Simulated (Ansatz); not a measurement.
Two structures, one formula

Two relaxed structures of ZnBSiH$_{3}$, singlet (PBE0-D4/def2-TZVP; forces vanish, vibrations not checked).

A:

```json
{"atom": "B1", "x (Å)": "0.2639", "y (Å)": "0.1005", "z (Å)": "0.3335"}
{"atom": "Si2", "x (Å)": "1.4783", "y (Å)": "1.1370", "z (Å)": "1.2289"}
{"atom": "Zn3", "x (Å)": "-1.0799", "y (Å)": "-1.1572", "z (Å)": "-0.5296"}
{"atom": "H4", "x (Å)": "-2.1029", "y (Å)": "-2.1430", "z (Å)": "-1.1542"}
{"atom": "H5", "x (Å)": "-0.0684", "y (Å)": "1.3541", "z (Å)": "0.4885"}
{"atom": "H6", "x (Å)": "1.3439", "y (Å)": "0.4090", "z (Å)": "-0.3330"}
```

B:

B1  (-0.449, -1.278, -0.581)
Si2  (0.816, 0.165, -0.119)
Zn3  (-0.760, 1.792, -0.913)
H4  (-0.360, -2.284, 0.075)
H5  (-1.114, -1.355, -1.575)
H6  (0.426, 0.482, 1.309)
(Å)

Ansatz 0.2.0; basis: def2-TZVPP; cores frozen in the correlated methods. The 3s and 3p shells of Cu and Zn are frozen; filled d shells are correlated. B3LYP uses VWN-RPA correlation.

Problem. Which structure is lower at CCSD(T), and by how much? (Judge from chemistry; the value comes from the calculation.)

Solution. Computed: B, by 1.8 kJ/mol (electronic energy, against the other); a gap this small isn't resolved in one triple-zeta basis. By their contacts, A is ZnBSiH₃ ([ZnH][B]12[H][Si]1[H]2) and B is ZnBSiH₃ ([BH2][SiH][Zn]).

Problem. Do the other methods give the same order? (Judge from chemistry; the calculation decides.)

Solution. Computed: Not all: wB97M-V, MP2 give the other order.

```
   method  E(B) − E(A) (kJ/mol)
   PBE-D4                 -13.1
r2SCAN-D4                  -1.9
  PBE0-D4                  -7.9
 B3LYP-D4                 -30.7
  wB97M-V                   9.9
       HF                 -33.0
      MP2                  11.1
     CCSD                  -4.1
  CCSD(T)                  -1.8
```

No T1 diagnostic of these runs exceeds 0.020. The restricted Hartree–Fock reference is unstable towards an unrestricted one at one or more of these structures.

Labels in which every atom is bracketed show which atoms are joined, not bond orders.

For scale, one of the runs: CCSD(T)/def2-TZVPP, 179 basis functions, launched by `ansatz run in.yaml --threads 2 --pin off --events-out ev --progress --plain --max-ram 4352MiB`. Hardware: 2 CPU threads of an Arm Neoverse V1, shared host. Wall time 45 s; peak host memory 1.5 GiB.
